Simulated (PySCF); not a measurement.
Geometry:
```json
{"atom": "C1", "x (Å)": "3.653", "y (Å)": "-0.040", "z (Å)": "0.039"}
{"atom": "C2", "x (Å)": "2.490", "y (Å)": "0.574", "z (Å)": "-0.114"}
{"atom": "C3", "x (Å)": "1.210", "y (Å)": "-0.169", "z (Å)": "-0.021"}
{"atom": "O4", "x (Å)": "1.147", "y (Å)": "-1.370", "z (Å)": "0.183"}
{"atom": "N5", "x (Å)": "0.080", "y (Å)": "0.551", "z (Å)": "-0.172"}
{"atom": "Si6", "x (Å)": "-1.441", "y (Å)": "-0.322", "z (Å)": "-0.051"}
{"atom": "C7", "x (Å)": "-2.813", "y (Å)": "0.940", "z (Å)": "-0.376"}
{"atom": "N8", "x (Å)": "-1.441", "y (Å)": "-1.441", "z (Å)": "-1.357"}
{"atom": "H9", "x (Å)": "4.597", "y (Å)": "0.475", "z (Å)": "-0.022"}
{"atom": "H10", "x (Å)": "3.674", "y (Å)": "-1.099", "z (Å)": "0.237"}
{"atom": "H11", "x (Å)": "2.425", "y (Å)": "1.636", "z (Å)": "-0.312"}
{"atom": "H12", "x (Å)": "0.157", "y (Å)": "1.538", "z (Å)": "-0.348"}
{"atom": "H13", "x (Å)": "-1.511", "y (Å)": "-0.832", "z (Å)": "1.323"}
{"atom": "H14", "x (Å)": "-2.788", "y (Å)": "1.757", "z (Å)": "0.337"}
{"atom": "H15", "x (Å)": "-2.752", "y (Å)": "1.362", "z (Å)": "-1.374"}
{"atom": "H16", "x (Å)": "-3.780", "y (Å)": "0.459", "z (Å)": "-0.284"}
{"atom": "H17", "x (Å)": "-2.279", "y (Å)": "-1.963", "z (Å)": "-1.559"}
{"atom": "H18", "x (Å)": "-0.636", "y (Å)": "-2.047", "z (Å)": "-1.407"}
```

Geometry: GFN2-xTB; GIAO absolute shieldings from PySCF 2.14.0 with density-fitted response routines, gas phase, non-relativistic, averaged over equivalent atoms.

At mPW1PW91/pcSseg-1 (193 basis functions, 30 s wall time on 1 thread of an Arm Neoverse V1, shared host):
```csv
atoms,σ (ppm)
C3,12.9
C1,47.2
C2,49.3
C7,189.1
O4,-51.4
N5,128.1
N8,243.8
Si6,373.6
H10,24.81
H9,25.66
H11,25.71
H13,26.24
H12,27.00
H17/H18,30.75
H14/H15/H16,31.72
```

Question: Estimate the result of repeating the calculation with PBE0/pcSseg-1.

Answer: 
| atoms | σ at PBE0/pcSseg-1 | change |
| --- | --- | --- |
| C3 | 13.9 | +1.0 |
| C1 | 48.1 | +0.9 |
| C2 | 50.0 | +0.7 |
| C7 | 190.0 | +0.9 |
| O4 | -50.9 | +0.5 |
| N5 | 128.7 | +0.6 |
| N8 | 244.4 | +0.6 |
| Si6 | 374.5 | +0.9 |
| H10 | 24.75 | -0.06 |
| H9 | 25.60 | -0.06 |
| H11 | 25.63 | -0.08 |
| H13 | 26.15 | -0.09 |
| H12 | 26.94 | -0.06 |
| H17/H18 | 30.69 | -0.06 |
| H14/H15/H16 | 31.68 | -0.04 |

The largest change is at C3 (amide carbonyl carbon). Cost: 193 basis functions, 30 s wall time on 1 thread of an Arm Neoverse V1, shared host. The order of the carbon signals is the same at both levels.

The C=O carbon of an acid or of an amide with N–H lies up to 10 ppm further downfield in solution, through hydrogen bonding that the calculation lacks.
